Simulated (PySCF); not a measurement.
# Tl₂O: PBE0 against B3LYP

Base calculation in PySCF with density fitting and no spin–orbit coupling, PBE0/def2-TZVP (scalar-relativistic core potentials): singlet, D∞h, O–Tl 2.092 Å (×2); wavenumbers 49 (×2), 145, 682 cm⁻¹; gap between the highest occupied and lowest empty levels 4.85 eV, polar-tensor charge of O -1.45 e, atomisation energy (no zero-point energy) 665 kJ/mol.

Q: What changes on going to B3LYP/def2-TZVP (scalar-relativistic core potentials)?

A: The point group stays the same. Changes: mean bond to O +0.022 Å, highest wavenumber -22 cm⁻¹, lowest wavenumber +4 cm⁻¹, gap between the highest occupied and lowest empty levels -0.41 eV, polar-tensor charge of O +0.03 e, atomisation energy (no zero-point energy) +8 kJ/mol. The new structure has O–Tl 2.114 Å (×2), with wavenumbers 53 (×2), 140, 660 cm⁻¹.

Spin–orbit coupling is large for Tl₂O and is left out. Each species is the lowest minimum found with this bonding; other isomers or fragments can lie lower.
